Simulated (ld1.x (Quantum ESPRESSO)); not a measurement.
Which change was made? (Tb, TM)

| Quantity | Value |
| --- | --- |
| Element | Tb (Z = 65) |
| Generator | ld1.x (Quantum ESPRESSO) 7.5 |
| Type | norm-conserving Troullier–Martins (Kleinman–Bylander form) |
| Functional | LDA (PZ) |
| Relativity | scalar-relativistic |
| Frozen core | [Kr] 4d10 4f8 |
| Valence charge | 11 |
| Reference configuration | 5s2 5p6 5d1 6s1.75 6p0 (charge +0.25) |
| Partial waves | 5p (bound): rc 2.15 bohr; 5d (bound): rc 3.10 bohr; 5s (bound): rc 1.70 bohr |
| Local potential | the s channel |
| Core correction | none |

Occupied shells without a wave of their own: 6s. They enter only through the test configuration that unscreens the potential.

Cutoffs, loose and tight: the cutoffs (Ry, on a coarse ladder) from which the occupation-weighted sum of valence levels, in a spherical-Bessel basis at the reference potential, stays within 10 and 1 mRy of its value at 400 Ry. They do not see the model core or the augmentation charge, which bear on the density cutoff. Test errors are all-electron minus pseudo excitation energies from the reference, over the configurations 5s2 5p6 5d1 6s2 6p0; 5s2 5p6 5d1 6s1 6p0; 5s2 5p6 5d1 6s0 6p0; 5s1 5p6 5d1 6s2 6p0; 5s2 5p6 5d0 6s2 6p1; 5s2 5p5 5d1 6s2 6p0; 5s2 5p6 5d2 6s1 6p0 (two spin-polarised tests are not counted in the largest error); variants that change the core or the reference have their own tests. The largest error is taken over the tests solved by every variant that gives reliable tests at all, those not shown here included: 5s1 5p6 5d1 6s2 6p0; 5s2 5p5 5d1 6s2 6p0; 5s2 5p6 5d0 6s2 6p1; 5s2 5p6 5d1 6s0 6p0; 5s2 5p6 5d1 6s1 6p0.

The base gives: outcome: generated, misses its reference levels by 0.27 eV; cutoff, loose: 50 Ry; cutoff, tight: 90 Ry; bound ghosts: none; largest test error (meV): -741.

Question: After one change the result is: outcome: generated, misses its reference levels by 0.81 eV; cutoff, loose: 35 Ry; cutoff, tight: 50 Ry; bound ghosts: none; largest test error (meV): -2274. Which change was it?
A. all radii scaled by about 0.86 (s 1.46, p 1.84, d 2.66 bohr)
B. all radii scaled by about 1.29 (s 2.20, p 2.78, d 4.00 bohr)
C. all radii scaled by about 1.15 (s 1.96, p 2.48, d 3.56 bohr)
D. all radii scaled by about 1.05 (s 1.78, p 2.26, d 3.26 bohr)

Answer: C. The others give: all radii scaled by about 1.29 (s 2.20, p 2.78, d 4.00 bohr) → outcome: generated, misses its reference levels by 1.69 eV; cutoff, loose: 21 Ry; cutoff, tight: 40 Ry; bound ghosts: none; largest test error (meV): -4776 | all radii scaled by about 1.05 (s 1.78, p 2.26, d 3.26 bohr) → outcome: generated, misses its reference levels by 0.39 eV; cutoff, loose: 45 Ry; cutoff, tight: 70 Ry; bound ghosts: none; largest test error (meV): -1100 | all radii scaled by about 0.86 (s 1.46, p 1.84, d 2.66 bohr) → outcome: generated; cutoff, loose: 70 Ry; cutoff, tight: 120 Ry; bound ghosts: none; largest test error (meV): -220.
